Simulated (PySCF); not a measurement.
C2H6Cl2Sn (SMILES [CH3][Sn]([CH3])([Cl])[Cl]), singlet, geometry from GFN2-xTB (such geometries of metal compounds can be far from the true shape) (all electrons, no relativity); R2SCAN/STO-3G (PySCF).

Input for PySCF:
```python
from pyscf import gto, scf, dft

mol = gto.Mole()
mol.atom = '''
    C     1.802743   -1.518929    0.130225
    Sn   -0.015529   -0.267777   -0.050012
    C    -1.958449   -1.159081   -0.628532
    Cl    0.454020    1.440199   -1.566767
    Cl   -0.322578    0.822633    1.988397
    H     1.647280   -2.258916    0.905649
    H     2.630554   -0.870761    0.394279
    H     1.996078   -2.001301   -0.820028
    H    -2.685552   -0.358407   -0.702241
    H    -2.261782   -1.868720    0.131394
    H    -1.850392   -1.653142   -1.586324
'''
mol.basis = 'sto-3g'
mol.charge = 0
mol.spin = 0
mol.verbose = 4
mol.build()

mf = dft.RKS(mol)
mf.xc = 'r2scan'
mf.grids.atom_grid = (99, 590)
mf.grids.prune = None
mf.kernel()
```

It wrote (shortened):

```
PySCF version 2.14.0

[INPUT] verbose = 4
[INPUT] num. atoms = 11
[INPUT] num. electrons = 102
[INPUT] charge = 0
[INPUT] spin (= nelec alpha-beta = 2S) = 0
[INPUT] symmetry False subgroup None
[INPUT] Mole.unit = angstrom
[INPUT] Symbol           X                Y                Z      unit          X                Y                Z       unit  Magmom
[INPUT]  1 C      1.802743000000  -1.518929000000   0.130225000000 AA    3.406690542977  -2.870359812659   0.246089584571 Bohr   0.0
[INPUT]  2 Sn    -0.015529000000  -0.267777000000  -0.050012000000 AA   -0.029345556988  -0.506025192458  -0.094508982942 Bohr   0.0
[INPUT]  3 C     -1.958449000000  -1.159081000000  -0.628532000000 AA   -3.700932238928  -2.190345646187  -1.187753340525 Bohr   0.0
[INPUT]  4 Cl     0.454020000000   1.440199000000  -1.566767000000 AA    0.857973455075   2.721581674872  -2.960760531006 Bohr   0.0
[INPUT]  5 Cl    -0.322578000000   0.822633000000   1.988397000000 AA   -0.609584073810   1.554551071029   3.757525756907 Bohr   0.0
[INPUT]  6 H      1.647280000000  -2.258916000000   0.905649000000 AA    3.112908050474  -4.268732578398   1.711428574986 Bohr   0.0
[INPUT]  7 H      2.630554000000  -0.870761000000   0.394279000000 AA    4.971026615879  -1.645499809952   0.745079326667 Bohr   0.0
[INPUT]  8 H      1.996078000000  -2.001301000000  -0.820028000000 AA    3.772040743270  -3.781910782818  -1.549628334475 Bohr   0.0
[INPUT]  9 H     -2.685552000000  -0.358407000000  -0.702241000000 AA   -5.074957773278  -0.677291071127  -1.327043163441 Bohr   0.0
[INPUT] 10 H     -2.261782000000  -1.868720000000   0.131394000000 AA   -4.274148533471  -3.531369003497   0.248298674411 Bohr   0.0
[INPUT] 11 H     -1.850392000000  -1.653142000000  -1.586324000000 AA   -3.496734103086  -3.123985625016  -2.997717904825 Bohr   0.0

nuclear repulsion = 743.593721225152
number of shells = 33
number of NR pGTOs = 183
number of NR cGTOs = 61
basis = sto-3g
ecp = {}

******** <class 'pyscf.dft.rks.RKS'> ********
method = RKS
initial guess = minao
damping factor = 0
level_shift factor = 0
DIIS = <class 'pyscf.scf.diis.CDIIS'>
diis_start_cycle = 1
diis_space = 8
diis_damp = 0
SCF conv_tol = 1e-09
SCF conv_tol_grad = None
SCF max_cycles = 50
direct_scf = True
direct_scf_tol = 1e-13
XC library pyscf.dft.libxc version 7.1.2
    S. Lehtola, C. Steigemann, M. J. T. Oliveira, and M. A. L. Marques,  SoftwareX 7, 1–5 (2018)
XC functionals = r2scan
    J. W. Furness, A. D. Kaplan, J. Ning, J. P. Perdew, and J. Sun,  J. Phys. Chem. Lett. 11, 8208–8215 (2020)
    J. W. Furness, A. D. Kaplan, J. Ning, J. P. Perdew, and J. Sun,  J. Phys. Chem. Lett. 11, 9248–9248 (2020)
    J. W. Furness, A. D. Kaplan, J. Ning, J. P. Perdew, and J. Sun,  J. Phys. Chem. Lett. 11, 8208–8215 (2020)
    J. W. Furness, A. D. Kaplan, J. Ning, J. P. Perdew, and J. Sun,  J. Phys. Chem. Lett. 11, 9248–9248 (2020)
radial grids:
    Treutler-Ahlrichs [JCP 102, 346 (1995); DOI:10.1063/1.469408] (M4) radial grids

becke partition: Becke, JCP 88, 2547 (1988); DOI:10.1063/1.454033
pruning grids: None
grids dens level: 3
symmetrized grids: False
atomic radii adjust function: <function treutler_atomic_radii_adjust>
User specified grid scheme (99, 590)
small_rho_cutoff = 0
Set gradient conv threshold to 3.16228e-05
Initial guess from minao.
tot grids = 642512
init E= -6937.92192428377
  HOMO = -0.576715421444658  LUMO = -0.32966804360554  gap/eV = 6.72250
cycle= 1 E= -6954.81881980552  delta_E= -16.9  |g|= 0.398  |ddm|= 3.91
  HOMO = -0.153754764623683  LUMO = 0.1265355596723  gap/eV = 7.62709
cycle= 2 E= -6954.87135093757  delta_E= -0.0525  |g|= 0.185  |ddm|= 1.08
  HOMO = -0.18530603878565  LUMO = 0.0769222268122016  gap/eV = 7.13559
cycle= 3 E= -6954.88306592457  delta_E= -0.0117  |g|= 0.0627  |ddm|= 0.386
  HOMO = -0.189675323197641  LUMO = 0.0776528547314575  gap/eV = 7.27437
cycle= 4 E= -6954.88463904323  delta_E= -0.00157  |g|= 0.00894  |ddm|= 0.138
  HOMO = -0.189532048361962  LUMO = 0.0784348009472082  gap/eV = 7.29175
cycle= 5 E= -6954.88467204061  delta_E= -3.3e-05  |g|= 0.00226  |ddm|= 0.0213
  HOMO = -0.189214478787111  LUMO = 0.0784310089670753  gap/eV = 7.28300
cycle= 6 E= -6954.88467527653  delta_E= -3.24e-06  |g|= 7.17e-05  |ddm|= 0.00652
  HOMO = -0.189220106091017  LUMO = 0.0784286663942564  gap/eV = 7.28309
cycle= 7 E= -6954.88467527908  delta_E= -2.55e-09  |g|= 9.08e-06  |ddm|= 0.000173
  HOMO = -0.189220708563319  LUMO = 0.0784282933630814  gap/eV = 7.28310
cycle= 8 E= -6954.88467527915  delta_E= -6.55e-11  |g|= 4.33e-07  |ddm|= 2.18e-05
  HOMO = -0.189220780300608  LUMO = 0.0784282239131824  gap/eV = 7.28310
Extra cycle  E= -6954.88467527915  delta_E= -2.73e-12  |g|= 3.88e-07  |ddm|= 1.4e-06
converged SCF energy = -6954.88467527915
```
